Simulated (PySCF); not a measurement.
# How methods differ on the ionisation energy of Re⁶⁹⁺

Re⁶⁹⁺ [He] 2s2 2p2 [2p1/2^2, M_J = 0] → Re⁷⁰⁺ [He] 2s2 2p1 [2p1/2^1, M_J = 1/2], as a difference of total energies. Calculation: PySCF 2.14, in an even-tempered Gaussian basis (16 s from 56 bohr⁻², ratio 2.4; 13 p from 72 bohr⁻², ratio 2.4; 5 d from 230 bohr⁻², ratio 2.6; 4 f from 350 bohr⁻², ratio 2.6); the two-component X2C-1e Hamiltonian. Correlated levels: nothing frozen; the 28 highest virtual spinors dropped. "Screened" scales the spin-orbit matrix elements by Boettger's factors to mimic the two-electron term; Breit and QED terms are absent.

| method | ionisation energy (eV) |
| --- | --- |
| GHF (spin-free) | 17975.8 |
| GMP2 (spin-free) | 17975.9 |
| GHF (screened spin-orbit) | 19034.9 |
| GMP2 (screened spin-orbit) | 19037.0 |

**Question.** How much does correlation contribute at GMP2 (screened spin-orbit)?

**Answer.** 19037.0 − (19034.9) = 2.1 eV, measured against GHF (screened spin-orbit).

For this ion Breit and QED terms and the two-electron picture change, all absent here, outweigh the correlation shift from GHF to GMP2.

The spin-free rows relax to the high-spin LS determinant and lack the spin-orbit shift.

The labels give the starting determinants; with spin-orbit coupling the two ends relaxed to ⟨J²⟩ = 0.00, ⟨L²⟩ = 1.33, ⟨S²⟩ = 1.33 and ⟨J²⟩ = 0.75, ⟨L²⟩ = 2.00, ⟨S²⟩ = 0.75.

For comparison: 19000 ± 50 eV (theoretical estimate listed by NIST; NIST Atomic Spectra Database, ionization energies).
